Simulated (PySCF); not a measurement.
**Property card for `CC1=C[N+](C)=C(C)N1C`**

Species: C7H13N2 (charge +1).
Geometry (GFN2-xTB, Å), atoms numbered from 1 in this order:
```xyz
22
C7H13N2 angstrom
C      2.6567   -0.8751    0.1736
C      1.1945   -0.6760    0.0741
C      0.1856   -1.5897    0.0072
N     -0.9973   -0.9090   -0.0699
C     -2.3005   -1.5151   -0.1572
C     -0.7341    0.4000   -0.0463
C     -1.7278    1.4912   -0.1014
N      0.5950    0.5607    0.0316
C      1.2773    1.8276    0.0850
H      2.8740   -1.9353    0.2560
H      3.0607   -0.3687    1.0487
H      3.1643   -0.4901   -0.7103
H      0.2301   -2.6588    0.0096
H     -2.1837   -2.5886   -0.2835
H     -2.8510   -1.1171   -1.0094
H     -2.8724   -1.3306    0.7537
H     -2.7069    1.1361    0.2077
H     -1.4329    2.3102    0.5513
H     -1.8147    1.8838   -1.1162
H      0.7987    2.5409   -0.5835
H      1.2626    2.2263    1.1012
H      2.3114    1.6969   -0.2230
```

**GFN2-xTB geometry**

```
Rotational constants A, B, C of the GFN2-xTB geometry : 2.457, 1.552, 0.974 GHz
```

**PBE0/pcSseg-1 ground state and GIAO shieldings, non-relativistic (PySCF)**

```
HOMO energy                                                 : -11.24 eV
LUMO energy                                                 : -4.51 eV
HOMO–LUMO gap                                               : 6.73 eV
Lowest Hirshfeld atomic charge                              : -0.10 e on C1
Highest Hirshfeld atomic charge                             : +0.15 e on C6
13C chemical shifts (computed TMS as zero) by class         : 149.1 (C6), 139.6 (C2), 126.6 (C3), 35.8 (C5), 32.2 (C9), 11.6 (C1), 11.4 (C7) ppm
1H chemical shifts (computed TMS as zero) by class          : 6.94 (H13), 3.98 (H14/H15/H16), 3.84 (H20/H21/H22), 2.76 (H17/H18/H19), 2.59 (H10/H11/H12) ppm
Isotropic shieldings of nuclei other than C and H, by class : 64 (N8), 69 (N4) ppm
Mayer bond orders between heavy atoms                       : C1–C2 1.08, C2–C3 1.62, C3–N4 1.12, N4–C5 0.89, N4–C6 1.20, C6–C7 1.12, C6–N8 1.20, N8–C9 0.91, N8–C2 1.09
```

Monoisotopic mass of the ion (most abundant isotopes, electron mass counted): 125.1073 u.

The rotational constants make it an asymmetric top with κ = (2B − A − C)/(A − C) = -0.22, nearer the prolate limit (−1). With B = h/(8π²I), that is 505.379 GHz u Å² over I, the principal moments of inertia are 205.7, 325.5 and 518.6 u Å² (most abundant isotopes); the inertial defect Ic − Ia − Ib is -12.6 u Å² (zero for a rigid planar frame, negative otherwise).

Isolated species at its GFN2-xTB geometry, gas phase. NMR classes are plain means over equivalent atoms (diastereotopic ones count apart unless rotation or inversion swaps them), as if these changed places fast; in this geometry the members of some classes differ.
